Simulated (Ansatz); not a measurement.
Cartesian coordinates in Å:
```
C 1.2861 0.5738 0.1706
N -0.0617 0.0755 -0.0186
Ga -1.4832 0.5773 1.0265
C -0.1778 -0.9396 -0.9805
F 0.3701 -2.1515 -0.5323
H 1.6960 0.9609 -0.7712
H 1.2888 1.3876 0.8974
H 1.9615 -0.2072 0.5348
H -1.1886 1.6731 2.0960
H -2.8393 -0.1123 0.6857
H -1.2269 -1.1400 -1.2106
H 0.3751 -0.6977 -1.8978
```

Total charge 0; spin multiplicity 1.

(1) List the PBE/def2-TZVPP orbital energies in eV (Ansatz 0.2.0). (Best estimate.)

Results:

(1) Ansatz gave: Occupied: -10093.54, -1233.48, -1093.20, -1093.09, -1093.08, -659.23, -380.77, -271.34, -269.60, -143.26, -97.89, -97.60, -97.59, -29.35, -22.73, -19.91, -19.79, -19.77, -19.71, -19.70, -17.63, -15.12, -12.80, -12.07, -11.97, -10.68, -10.29, -9.73, -8.76, -8.05, -7.58, -7.38, -5.93. Lowest empty: -1.94, 0.08, 0.27, 1.12, 1.42, 1.64, 2.19, 2.64.
